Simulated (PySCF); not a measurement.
A small calculation by hand: entropy of an ideal gas

H2S2Zn, SMILES [SH][Zn][SH].

Coordinates come from a r2SCAN-D4/def2-TZVP optimisation. One conformer was computed; it need not be the lowest.

r2SCAN-D4/def2-TZVP in PySCF gives the harmonic wavenumbers 100, 100, 152, 333, 470, 637, 639, 2676, 2676 cm⁻¹ and the rotational temperatures 6.8683, 0.0786, 0.0786 K. The molar mass is 131.52 g/mol, the symmetry number 2, the spin multiplicity 1.

**Question.** Work out the entropy at 298.15 K and 1 atm in the rigid-rotor, harmonic-oscillator model.

**Answer.** 
Translation (Sackur–Tetrode at 1 atm): S = R[1.5 ln M + 2.5 ln T − 1.16487] = 169.6 J/(mol K).
Rotation: q = (√π/σ) T^1.5/√(θA θB θC) = 22100, S = R[ln q + 3/2] = 95.7 J/(mol K).
Vibration: with u = 1.4388 ν/T, each mode gives R[u/(e^u − 1) − ln(1 − e^−u)]:
```json
[
 {"ν (cm⁻¹)": "100", "modes": "2", "u": "0.48", "S (J/(mol K))": "28.91"},
 {"ν (cm⁻¹)": "152", "modes": "1", "u": "0.73", "S (J/(mol K))": "11.08"},
 {"ν (cm⁻¹)": "333", "modes": "1", "u": "1.61", "S (J/(mol K))": "5.21"},
 {"ν (cm⁻¹)": "470", "modes": "1", "u": "2.27", "S (J/(mol K))": "3.09"},
 {"ν (cm⁻¹)": "637", "modes": "1", "u": "3.07", "S (J/(mol K))": "1.63"},
 {"ν (cm⁻¹)": "639", "modes": "1", "u": "3.08", "S (J/(mol K))": "1.62"}
]
```
The stiffer modes add less than 0.005 each. Sum 51.5 J/(mol K).
Spin: R ln 1 = 0.0 J/(mol K).
Total 316.8 J/(mol K); the program's own thermochemistry gives 316.8. Translation makes up 54 % and vibration 16 %. Anharmonicity, hindered rotation and orbital degeneracy are left out.
